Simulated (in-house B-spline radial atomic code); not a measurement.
Ionisation energies along the 16-electron series, configuration [Ne] 3s2 3p4, as differences of self-consistent energies. Dirac energy differences include first-order Breit, QED and recoil terms. NIST's values go from ground level to ground level; the uncertainty of those that are theory runs from under 0.1 % in few-electron ions to several per cent in heavy many-electron ones. Computed with a B-spline radial code for spherical atoms: Dirac-Hartree-Fock, average of the configuration, finite nuclei.

```tsv
ion	configuration after	ionisation energy (eV)	IE/(q+1)² (eV)	Breit and QED recoil part (eV)	tabulated value (eV)	tabulated kind	computed minus tabulated (eV)
Br19+	[Ne] 3s2 3p3	813.3	2.0332	-0.40655	809.8	semi-empirical	3.5
Kr20+	[Ne] 3s2 3p3	886.7	2.0106	-0.45956	882.8	semi-empirical	3.9
Rb21+	[Ne] 3s2 3p3	963.2	1.9901	-0.51709	958.9	semi-empirical	4.3
Sr22+	[Ne] 3s2 3p3	1042.8	1.9713	-0.57916	1038	semi-empirical	4.8
Zr24+	[Ne] 3s2 3p3	1211.6	1.9385	-0.71798	1205.4	semi-empirical	6.2
Nb25+	[Ne] 3s2 3p3	1300.7	1.9241	-0.79499	1293.7	semi-empirical	7.0
Mo26+	[Ne] 3s2 3p3	1393.0	1.9108	-0.8773	1385.1	semi-empirical	7.9
Tc27+	[Ne] 3s2 3p3	1488.4	1.8985	-0.96538	1479.5	semi-empirical	8.9
Ru28+	[Ne] 3s2 3p3	1587.1	1.8871	-1.059	1577	semi-empirical	10.1
Rh29+	[Ne] 3s2 3p3	1688.9	1.8766	-1.1588	1677.6	semi-empirical	11.3
Pd30+	[Ne] 3s2 3p3	1794.0	1.8668	-1.2647	1781.3	semi-empirical	12.7
Ag31+	[Ne] 3s2 3p3	1902.2	1.8577	-1.3771	1888	semi-empirical	14.2
```

Where a p, d or f electron is removed, the computed value is a mean over both j, so it misses the tabulated one by a part of the spin-orbit splitting; averaging over terms and missing correlation add to the gap, relatively most at low charge.
